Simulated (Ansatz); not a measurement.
Cl3H2O2Ta, SMILES `[OH][Ta]([OH])([Cl])([Cl])[Cl]`, one more setting.

```yaml
crystal:
  periodic: [false, false, false]
  atoms:
    - {symbol: O, position_ang: [1.665854, -0.165689, -0.482790]}
    - {symbol: Ta, position_ang: [-0.166311, 0.206757, -0.334175]}
    - {symbol: O, position_ang: [-0.319889, -0.932045, 1.164562]}
    - {symbol: Cl, position_ang: [-1.531806, -1.119098, -1.614518]}
    - {symbol: Cl, position_ang: [-0.004934, 1.820541, -2.011690]}
    - {symbol: Cl, position_ang: [-0.974324, 1.887315, 1.060517]}
    - {symbol: H, position_ang: [2.124155, -0.755568, 0.122741]}
    - {symbol: H, position_ang: [-0.700545, -0.999313, 2.039452]}
basis:
  gaussian: {orbitals: def2-TZVPD}
hamiltonian: {xc: {name: B2GP-PLYP}}
accuracy: high
scf: {lower_state_search: off}
```

```sh
$ ansatz run in.yaml --threads 4 --pin off --events-out ev --progress --plain --max-ram 11315MiB
```

It prints (some lines left out):

```
Functional definition: B2GP-PLYP
4483 factors; integrals over basis functions are off by at most 7.3e-7 eV
mean field evaluation 1: about -43210.1396 eV, gradient 7.2e1 eV
mean field evaluation 2: about -43210.5083 eV, gradient 7.3e1 eV
mean field evaluation 4: about -43219.5460 eV, gradient 9.7e0 eV
mean field evaluation 8: about -43219.7897 eV, gradient 1.5e0 eV
mean field evaluation 16: about -43219.7953 eV, gradient 1.1e-3 eV
mean field -43219.79527942 eV, -1588.2981810893 hartree, gradient 6.5e-8 eV, S^2 0.000000; 0 other end points of the search recorded, 0 dependent functions left out
17 core orbitals not correlated: weight in the atoms' cores, before any rotation towards them, 1.000 or more for the frozen orbitals, at most 0.000 for the correlated occupied ones
reference -43219.79530212 eV, -1588.2981819235 hartree; 24, 24 occupied and 238, 238 virtual orbitals, 4483 factors
second order -44.64445470 eV of doubles, -0.00000000 eV of singles
Total energy: -43235.86730581 eV, -1588.8888171652 hartree
Checks for a lower state left out: stability, starts, cluster_reference, orbital_swaps, neighbouring_geometries, increment
```

It took 22 s on 4 threads of an Arm Neoverse V2 on a shared host, with 2.2 GiB of host memory at the peak.
